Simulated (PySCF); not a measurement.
The multiplicity is imposed and other spin states were not computed.

Cartesian coordinates (Å):
```xyz
17

Hf    -0.7113    -0.3084     0.2943
O      0.6172    -0.6536    -1.0557
C      1.5997    -0.8080    -2.0282
H      1.3479    -0.2369    -2.9400
H      1.7043    -1.8711    -2.3089
H      2.5799    -0.4536    -1.6612
O     -2.0176     0.9324    -0.3847
C     -2.8942     1.8880    -0.8887
H     -3.8921     1.7833    -0.4272
H     -3.0103     1.7797    -1.9820
H     -2.5278     2.9098    -0.6826
O      0.1339     0.4334     1.8566
C      0.7620     1.0325     2.9436
H      0.3164     2.0192     3.1644
H      1.8395     1.1787     2.7474
H      0.6614     0.4027     3.8454
Cl    -1.7948    -2.3628     0.8825
```
Charge 0, spin multiplicity 1.

Task: Estimate the LUMO, charge on the central atom (Mulliken), HOMO–LUMO gap, total energy, dipole moment and HOMO that TPSSh-D3(BJ)/def2-TZVP // r2SCAN-D4/def2-SVP run with PySCF 2.14.0 returns for this input.

Result: 
```json
{
  "LUMO": "-0.19 eV",
  "charge on the central atom (Mulliken)": "1.45 e",
  "HOMO–LUMO gap": "6.97 eV",
  "total_energy": "-854.0839 Ha",
  "dipole_moment": "3.52 D",
  "HOMO": "-7.16 eV"
}
```
